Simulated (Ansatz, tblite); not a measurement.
Cost and result up the ladder for Si39H44, a nanocrystal cut from hexagonal silicon (83 atoms). Charge 0, multiplicity 1. Geometry: PBE-D4/def2-SVP.

```xyz
83

Si   -3.446   -3.596    0.229
Si   -1.910   -4.316   -1.400
Si   -2.496   -3.586   -3.574
Si    0.879   -4.412    1.252
Si    0.221   -3.504   -0.828
Si    1.752   -4.142   -2.494
Si   -0.897   -2.034   -4.344
Si    1.017   -3.384   -4.612
Si    3.879   -3.299   -1.951
Si   -4.962   -0.606    2.108
Si   -3.511   -1.252    0.372
Si   -4.247   -0.231   -1.630
Si   -0.722   -1.400    3.015
Si    1.253   -2.659    2.772
Si   -1.363   -0.488    0.931
Si    0.154   -1.157   -0.732
Si   -2.471    0.993   -2.572
Si   -0.509   -0.285   -2.822
Si    2.941   -1.255    1.926
Si    2.277   -0.344   -0.152
Si    3.843   -0.954   -1.791
Si    1.178    1.127   -3.662
Si    3.308    0.128   -3.825
Si   -5.069    1.745    2.183
Si   -2.281    1.647    4.801
Si   -0.341    0.337    4.554
Si   -2.919    2.540    2.703
Si   -1.413    1.856    1.035
Si   -2.084    2.750   -1.049
Si    1.375    1.711    3.712
Si    3.369    0.493    3.440
Si    0.718    2.627    1.633
Si    2.204    1.999   -0.066
Si   -0.415    4.192   -1.859
Si    1.525    2.897   -2.147
Si    5.041    1.900    2.559
Si    4.349    2.784    0.473
Si    0.664    4.969    1.778
Si   -0.003    5.902   -0.294
H    -4.827   -4.129   -0.065
H    -3.012   -4.127    1.575
H    -1.852   -5.826   -1.393
H    -2.437   -4.779   -4.498
H    -3.901   -3.045   -3.612
H    -0.203   -5.331    1.763
H     2.137   -5.226    1.070
H     1.817   -5.653   -2.515
H    -1.321   -1.448   -5.671
H     0.618   -4.585   -5.435
H     2.123   -2.671   -5.346
H     4.293   -3.856   -0.611
H     4.892   -3.741   -2.979
H    -6.330   -1.202    1.882
H    -4.435   -1.122    3.425
H    -4.827   -1.251   -2.573
H    -5.344    0.749   -1.291
H    -1.830   -2.296    3.519
H     1.674   -3.187    4.125
H    -2.857    1.562   -3.919
H     4.202   -2.062    1.711
H     5.205   -0.481   -1.336
H     0.737    1.674   -5.000
H     3.439   -0.803   -5.002
H     4.293    1.257   -4.020
H    -6.058    2.202    3.228
H    -5.519    2.272    0.845
H    -3.406    0.810    5.358
H    -2.013    2.772    5.770
H     0.088   -0.251    5.878
H    -2.906    4.049    2.766
H    -3.373    3.516   -0.845
H     1.611    2.854    4.675
H     3.797   -0.083    4.770
H    -0.842    4.767   -3.189
H     2.647    3.769   -2.665
H     6.318    1.116    2.383
H     5.314    3.027    3.524
H     5.319    2.382   -0.610
H     4.320    4.291    0.537
H    -0.297    5.381    2.865
H     2.036    5.473    2.153
H    -1.253    6.725   -0.103
H     1.081    6.813   -0.815
```

Ansatz on 11 threads of AMD EPYC 7R13 on a shared host and a whole NVIDIA H100 80GB HBM3; xTB runs through tblite on one thread. Times are rough, summed over both states, and most runs start from the orbitals of an earlier one. PBE0-D4/def2-SVP serves as the yardstick here, not as an exact answer. The other state is a doublet.

The xTB rows come from tblite. LC-ωPBE has ω = 0.4 bohr⁻¹. Single mean-field runs in def2-SVP are fitted with def2-universal-jkfit. HOMO above LUMO, or a gap near zero within one spin, warns that the state may not be the lowest or that an electron is smeared out.

Raw xTB energies of ions are shifted by several eV.

| level | functions | vertical IE (eV) | difference from PBE0-D4/def2-SVP (eV) | remarks |
| --- | --- | --- | --- | --- |
| GFN2-xTB | 395 | 9.71 | 2.18 | – |
| PBE-D4/def2-SVP (with forces) | 922 | 7.04 | -0.49 | gap within one spin near zero (+1 doublet) |
| PBE0-D4/def2-SVP | 922 | 7.52 | 0.00 | – |
| LC-ωPBE/def2-SVP | 922 | 8.27 | 0.75 | – |
| GFN1-xTB | 439 | 12.25 | 4.73 | – |

(1) Estimate how long each takes.

Results:

(1) GFN1-xTB 4.5 s; GFN2-xTB 10 s; PBE-D4/def2-SVP (with forces) 19 s; PBE0-D4/def2-SVP 36 s; LC-ωPBE/def2-SVP 46 s. On shared hardware such times vary by a factor of up to 3.
